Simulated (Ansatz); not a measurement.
The cluster Al₂S₂⁺. The state is a doublet with charge 1. Geometry PBE0-D4/def2-TZVP, that of the neutral singlet; atoms count from 1.

```tsv
atom	x (Å)	y (Å)	z (Å)
Al1	0.3354	-2.0024	1.3618
Al2	-0.1090	0.7347	-0.4904
S3	1.3393	-0.0026	0.8864
S4	-1.5658	1.2703	-1.7578
```

The structure comes from a short search, and lower isomers may exist.

(1) Estimate the Mulliken populations from the PBE0/def2-TZVP orbitals of Ansatz.

(2) Where does the spin sit?

(3) And the Mayer bond orders between heavy atoms (over 0.3)?

## Answers

(1) 
| atom | charge (e) | spin (α − β) |
| --- | --- | --- |
| Al1 | 0.54 | 0.24 |
| Al2 | 0.50 | -0.04 |
| S3 | -0.09 | 0.17 |
| S4 | 0.05 | 0.64 |
Mulliken values depend strongly on the basis.

(2) Summed by element: Al 0.20, S 0.80, of 1 unpaired in all. Largest on single atoms: S4 0.64, Al1 0.24, S3 0.17.

(3) Al1–S3 0.97 (2.29 Å); Al2–S3 1.42 (2.13 Å); Al2–S4 1.84 (2.00 Å).
